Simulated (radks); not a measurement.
Problem. Species: Ca IV. Configuration: [He] 2s2 2p4 3s2 3p5 4f2 (not the ground configuration). Calculated with a radial shooting solver on a logarithmic mesh with Libxc functionals: non-relativistic Kohn-Sham, RPBE, spin-polarised, spherical densities, point nucleus; open shells are filled with parallel spins first. Some entries of the table are withheld. Estimate them.

orbital  occ.  eigenvalue (eV)  <r> (bohr)  <r^2> (bohr^2)
1s up       1        -4102.091     0.07730        0.008020
1s down     1        -4096.034     0.07718        0.007994
2s up       1        -538.2870      0.3527          0.1466
2s down     1        -527.0149      0.3547          0.1484
2p up       3        -470.5254      0.3109          0.1185
2p down     1        -457.1712      0.3136          0.1207
3s up       1        -111.5630       1.007           1.158
3s down     1        -108.7551       1.015           1.178
3p up       3         -91.4119       1.029           1.226
3p down     2         -88.5047       1.042           1.258
3d up       0         -59.7923         (1)           1.286
3d down     0         -57.0630         (2)           1.349
4s up       0         -34.1810       2.477           6.884
4s down     0         -32.7476       2.379           6.315
4f up       2         -13.9239       3.622           14.81

Solution. 
(1) 3d up <r> (bohr): 1.037
(2) 3d down <r> (bohr): 1.061
